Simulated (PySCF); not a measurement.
# Correlation energy of I²⁺ (iodine, charge +2)

[Kr] 4d10 5s2 5p3, high-spin 4S determinant. Calculation: PySCF 2.14, in def2-TZVP with the def2 core potential (28 electrons) (6s5p3d2f, 50 functions); scalar relativity through the core potential. Frozen: 4s2 4p6 4d10; 5 electrons correlated.

MP2 pair energies summed by pair of shells (mhartree):

```csv
pair,energy,share (%)
5s-5p,-43.86,66.8
5p-5p,-14.40,21.9
5s-5s,-7.35,11.2
```

Total MP2 correlation energy: -65.61 mhartree.

Same-spin part -17.10 and opposite-spin part -48.51 mhartree; SCS-MP2 scales them by 1/3 and 6/5 to -63.91 mhartree.

| level | correlation energy (mhartree) |
| --- | --- |
| CCSD | -78.57 |
| (T) | -2.00 |
| CCSD(T) | -80.57 |

Diagnostics: T1 = 0.0016, D1 = 0.0045, largest double amplitude 0.052.

Cost of the coupled-cluster step: 0.5 s of wall time on 1 thread of Intel(R) Xeon(R) 6975P-C (shared host), for 5 correlated electrons.
